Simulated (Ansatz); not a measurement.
Basis-set series for Cl2HNbOS (`[OH][Nb](=[S])([Cl])[Cl]`). Charge 0, multiplicity 1. Nb takes the def2 core potential. The geometry is a stationary point of PBE0-D4/def2-TZVP. It is one conformer, not always the lowest.

| functional | basis | functions | energy (Eh) | HOMO (eV) | LUMO (eV) |
| --- | --- | --- | --- | --- | --- |
| PBE0-D4 | def2-SVP | 104 | -1450.64561 | -8.21 | -2.79 |
| PBE0-D4 | def2-TZVPP | 227 | -1451.20774 | -8.20 | -2.86 |
| ωB97M-V | def2-SVP | 104 | -1450.99270 | -10.23 | -0.67 |
| ωB97M-V | def2-TZVPP | 227 | -1451.55091 | -10.26 | -0.80 |

Question: Give the rows for def2-QZVPP. (Estimate.)

Answer: Ansatz gave: 
| functional | basis | functions | energy (Eh) | HOMO (eV) | LUMO (eV) |
| --- | --- | --- | --- | --- | --- |
| PBE0-D4 | def2-QZVPP | 378 | -1451.25406 | -8.20 | -2.86 |
| ωB97M-V | def2-QZVPP | 378 | -1451.59508 | -10.28 | -0.83 |
